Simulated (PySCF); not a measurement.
## Spinor energies of Br⁺ (bromine, charge +1)

Start: [Ar] 3d10 4s2 4p4; 4p1/2 filled at m_j = -1/2, +1/2; 4p3/2 filled at m_j = +1/2, +3/2. Calculated with PySCF 2.14 in x2c-QZVPPall-2c (11s10p5d4f1g, 103 functions): generalised Hartree-Fock with the X2C-1e Hamiltonian and a Gaussian nucleus; one run each with spin-orbit coupling (SO) switched off, then screened by Boettger's factors.

| spinor shell | electrons | ε, spin-free (eV) | ε, screened SO (eV) | weight of nominal j (screened SO) | rms radius, screened SO (bohr) |
| --- | --- | --- | --- | --- | --- |
| 1s1/2 | 2 | -13569.0 | -13568.6 | 1.000 | 0.0492 |
| 2s1/2 | 2 | -1837.1 | -1836.9 | 1.000 | 0.205 |
| 2p1/2 | 2 | -1616.3 | -1649.1 | 1.000 | 0.180 |
| 2p3/2 | 4 | -1616.3 | -1600.6 | 1.000 | 0.184 |
| 3s1/2 | 2 | -288.62 | -288.52 | 1.000 | 0.588 |
| 3p1/2 | 2 | -216.48 | -221.51 | 0.999 | 0.600 |
| 3p3/2 | 4 | -216.48 | -213.96 | 0.999 | 0.611 |
| 3d3/2 | 4 | -96.987 | -97.660 | 0.983 | 0.649 |
| 3d5/2 | 6 | -96.987 | -96.397 | 0.989 | 0.651 |
| 4s1/2 | 2 | -37.500 | -37.466 | 0.999 | 1.78 |
| 4p3/2 | 2 | -22.856 | -23.517 | 0.815 | 2.10 |
| 4p1/2 | 2 | -22.856 | -22.246 | 0.718 | 2.12 |

```csv
quantity,spin-free,screened SO
E (hartree),-2604.02833,-2604.18177
M_J,2,2
⟨J²⟩,6.012,6.019
⟨L²⟩,2.009,2.115
⟨S²⟩,2.004,1.956
```

Each row is a mean over spinors that exchange with the open shell spreads, by up to 5.956 eV (4s1/2).

Rows whose weight is well below 1 are mixtures of j = l ± 1/2: exchange outweighs spin-orbit coupling there, and the label is only the starting occupation.

Without spin-orbit coupling the j labels of p, d and f shells carry no meaning; the spin-free column gives the mean over the occupied spinors of each nl shell.
